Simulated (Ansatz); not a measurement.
VSF3⁻. Total charge -1; doublet. Geometry r2SCAN-D4/def2-SVP, that of the neutral singlet; atoms count from 1.

```
atom   x (Å)   y (Å)   z (Å)
  V1  -0.017  -0.059   0.027
  S2   0.493   1.703  -0.781
  F3  -1.712  -0.226  -0.026
  F4   0.520  -0.106   1.643
  F5   0.717  -1.312  -0.864
```

Question: Estimate the Mulliken populations from the PBE0/def2-TZVPD orbitals of Ansatz.

Answer: 
| atom | charge (e) | spin (α − β) | d electrons |
| --- | --- | --- | --- |
| V1 | 1.75 | 1.00 | 3.13 |
| S2 | -0.78 | -0.04 | – |
| F3 | -0.66 | 0.01 | – |
| F4 | -0.66 | 0.01 | – |
| F5 | -0.65 | 0.01 | – |
Mulliken values and Mayer orders depend strongly on the basis. With diffuse functions, as here, like atoms can get unlike values, and bond orders can come out too low or too high.

Question: Where does the spin sit?

Answer: Summed by element: V 1.00, S -0.04, F 0.04, of 1 unpaired in all. Largest on single atoms: V1 1.00, S2 -0.04, F5 0.01.

Question: And the Mayer bond orders between bonded heavy atoms (over 0.3)?

Answer: V1–S2 1.78 (2.00 Å); V1–F3 0.52 (1.70 Å); V1–F4 0.52 (1.70 Å); V1–F5 0.51 (1.70 Å).
